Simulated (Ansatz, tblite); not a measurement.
Removing and adding an electron: the cluster TlCl2 (the lowest doublet isomer of a short search). Charge 0, multiplicity 2. Geometry: r2SCAN-D4/def2-TZVP. Ansatz, gas phase; energy differences of separate SCF runs; the oxidised species is a singlet (the triplet lies 1.30 eV higher at PBE0-D4/def2-TZVP); the reduced species is a singlet (the triplet lies 2.73 eV higher at PBE0-D4/def2-TZVPD).

```xyz
3

Tl    0.022   -0.058   -0.713
Cl    1.895   -1.112    0.508
Cl   -1.916    1.170    0.206
```

In the def2 sets Tl takes a core potential; there is no spin–orbit coupling. The xTB rows come from tblite. Correlated methods freeze 14 core orbitals; core or outer-core shells of Tl are correlated, in sets that lack core-valence functions. The structure comes from a short search, and lower isomers may exist.

Task: Estimate orbital energies and vertical ionisation energies and electron affinities at: GFN1-xTB; GFN2-xTB; HF/def2-TZVPD; PBE-D4/def2-TZVP; PBE-D4/def2-TZVPD; r2SCAN-D4/def2-TZVP; r2SCAN-D4/def2-TZVPD; PBE0-D4/def2-TZVP; PBE0-D4/def2-TZVPD; MP2/def2-TZVPD; MP2/def2-TZVPP; CCSD/def2-TZVPD; CCSD/def2-TZVPP; CCSD(T)/def2-TZVPD; CCSD(T)/def2-TZVPP.

Result: 
| level | −HOMO (eV) | vertical IE (eV) | −LUMO (eV) | vertical EA (eV) | HOMO–LUMO gap (eV) | IE − EA (eV) | remarks |
| --- | --- | --- | --- | --- | --- | --- | --- |
| GFN1-xTB | – | 13.14 | – | 8.21 | – | 4.93 | – |
| GFN2-xTB | – | 13.58 | – | 8.18 | – | 5.40 | – |
| HF/def2-TZVPD | – | – | – | 2.51 | – | – | – |
| PBE-D4/def2-TZVP | 6.46 | 9.40 | 5.83 | – | 0.63 | – | restricted SCF unstable in HF (+1 singlet) |
| PBE-D4/def2-TZVPD | 6.52 | – | 5.89 | 3.20 | 0.63 | – | – |
| r2SCAN-D4/def2-TZVP | 6.83 | 9.63 | 5.76 | – | 1.08 | – | restricted SCF unstable in HF (+1 singlet) |
| r2SCAN-D4/def2-TZVPD | 6.87 | – | 5.79 | 3.25 | 1.08 | – | – |
| PBE0-D4/def2-TZVP | 7.54 | 9.61 | 5.10 | – | 2.45 | – | restricted SCF unstable in HF (+1 singlet) |
| PBE0-D4/def2-TZVPD | 7.58 | – | 5.14 | 3.29 | 2.44 | – | – |
| MP2/def2-TZVPD | – | – | – | 3.67 | – | – | – |
| MP2/def2-TZVPP | – | 9.55 | – | – | – | – | restricted SCF unstable (+1 singlet) |
| CCSD/def2-TZVPD | – | – | – | 3.38 | – | – | – |
| CCSD/def2-TZVPP | – | 9.45 | – | – | – | – | large T1 (0.023) (+1 singlet), restricted SCF unstable (+1 singlet) |
| CCSD(T)/def2-TZVPD | – | – | – | 3.39 | – | – | – |
| CCSD(T)/def2-TZVPP | – | 9.31 | – | – | – | – | large T1 (0.023) (+1 singlet), restricted SCF unstable (+1 singlet) |

Run but left out: HF/def2-TZVPP (charge +1 singlet: restricted singlet, unstable towards broken spin symmetry).   HOMO and LUMO are the levels of the spin that leaves or enters (xTB has no such levels and no spin-polarisation term). Other spin states of the ions may lie lower, which would lower the ionisation energy or raise the affinity. Raw xTB energy differences between charge states are shifted by several eV; the methods need an empirical correction for them.
